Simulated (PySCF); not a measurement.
Bromopentafluoroethane, C2BrF5.
Numbering: `[F:1][C:2]([F:3])([F:4])[C:5]([F:6])([F:7])[Br:8]`

A linear-response calculation (PySCF, def2-SVPD basis, gas phase, vertical, core orbitals frozen in the response) gave these numbers; the functional is withheld.

Orbital energies (eV): HOMO-3 -14.24, HOMO-2 -12.42, HOMO-1 -10.77, HOMO -10.73, LUMO -0.28, LUMO+1 1.16, LUMO+2 1.80.

| state | E (eV) | f | main configurations (H = HOMO, L = LUMO) |
| --- | --- | --- | --- |
| S1 | 6.24 | 0.0000 | H→L (96%) |
| S2 | 6.28 | 0.0007 | H-1→L (96%) |
| S3 | 8.75 | 0.175 | H-2→L (72%), H-1→L+1 (12%) |
| S4 | 8.81 | 0.101 | H→L+1 (84%), H→L+2 (10%) |
| S5 | 8.88 | 0.119 | H-1→L+1 (72%), H-2→L (10%), H-1→L+2 (9%) |
| S6 | 9.59 | 0.0001 | H-1→L+5 (64%), H-1→L+3 (26%) |

Triplets (Tamm–Dancoff): T1 5.47 eV, H→L (94%); T2 5.52 eV, H-1→L (94%); T3 7.23 eV, H-2→L (84%); T4 8.59 eV, H→L+1 (80%), H→L+2 (10%).

Vertical ionisation energy by ΔSCF with the same functional: 12.03 eV. Mean static polarisability: 50.7 au.

**Question.** Which of these was used?
A. PBE0
B. PBE
C. HF
D. CAM-B3LYP

**Answer.** D. CAM-B3LYP is range-separated, 19% exact exchange at short range and 65% at long range (ω = 0.33 bohr⁻¹). In this run −ε(HOMO) = 10.73 eV differs from the ΔSCF value by -1.30 eV, and S1 differs from the orbital gap of 10.45 eV by -4.21 eV. The ratio −ε(HOMO)/IP is 0.89. Small neutral molecules mostly give 0.85 to 0.93 with CAM-B3LYP, 0.5 to 0.7 with PBE, 0.7 to 0.83 with PBE0; with Hartree–Fock the ratio is 1 or more (Koopmans' value less the relaxation energy is the ΔSCF value).

The calculation used TDDFT CAM-B3LYP/def2-SVPD, vertical, gas phase, core orbitals frozen in the response (PySCF). Isolated species at its PBE0-D3(BJ)/def2-SVP geometry, gas phase. The CAM-B3LYP/def2-SVPD calculation is non-relativistic and has no spin–orbit coupling, an omission that weighs most on bromine.

Hardware: Arm Neoverse V2, one thread, on a shared host. Cost: 94 s wall.

The values belong to the conformer `[F:1][C:2]([F:3])([F:4])[C:5]([F:6])([F:7])[Br:8]`: F1–C2–C5–F6 59°.
